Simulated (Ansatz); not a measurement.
Coupled-cluster diagnostics for B6N7H20⁺, a cluster cut from zinc blende BN (hydrogen-capped), Ansatz.

Geometry of the singlet (r2SCAN-D4/def2-SVP):

```xyz
33

N     0.3975    1.7865   -1.5017
N     0.6702   -0.9826    2.3995
N     1.5796   -0.2112   -0.4860
N    -0.0851    1.0602    0.9072
N    -1.8293    0.7663   -0.9593
N    -0.6354   -1.2394    0.1194
N    -0.1592   -0.5414   -2.2990
B     0.4246    0.5950    2.3813
B     1.0423    1.2386   -0.1301
B    -0.7632    0.9006   -2.0963
B    -0.1922   -1.9802    1.4993
B     0.4544   -1.2190   -0.9718
B    -1.2593    0.1526    0.4342
H     1.1303    1.9396   -2.2027
H     0.0553    2.7388   -1.3341
H     0.4570   -1.2609    3.3611
H     1.6668   -1.1955    2.3240
H     2.3562   -0.1686   -1.1528
H     2.0212   -0.6032    0.3504
H    -0.4497    1.9846    1.1547
H    -2.2699    1.6719   -0.7666
H    -2.6228    0.1969   -1.2718
H    -1.3755   -1.8848   -0.1712
H     0.5378   -0.5385   -3.0514
H    -0.8792   -1.1692   -2.6728
H     1.4735    1.1679    2.6202
H    -0.4725    0.8552    3.1578
H     1.9344    1.9825    0.2133
H    -1.2107    1.3604   -3.1262
H     0.4870   -2.9500    1.2101
H    -1.2165   -2.2496    2.0940
H     0.9089   -2.3054   -1.2553
H    -2.1768    0.1020    1.2226
```

Correlated methods freeze 13 core orbitals.

(1) Estimate the CCSD(T) correlation energy, the shares of MP2 and (T), T1 and the reference's ⟨S²⟩ for: charge 1, singlet, own geometry in def2-SVP; and the rough time on 2 threads of AMD EPYC 7R13 on a shared host and a share (18 GiB) of an NVIDIA H100 80GB HBM3.

## Answers

(1) 
| state | basis | correlation (eV) | MP2 share (%) | (T) share (%) | T1 | ⟨S²⟩ (pure) | wall time |
| --- | --- | --- | --- | --- | --- | --- | --- |
| charge 1, singlet, own geometry | def2-SVP | -53.724 | 90.8 | 3.0 | 0.009 | 0.00 (0.00) | 20 s |
Customary marks for T1 are 0.02 (closed shells), 0.045 (open shells) and about 0.05 (3d metals). T1 stays under 0.02 throughout.
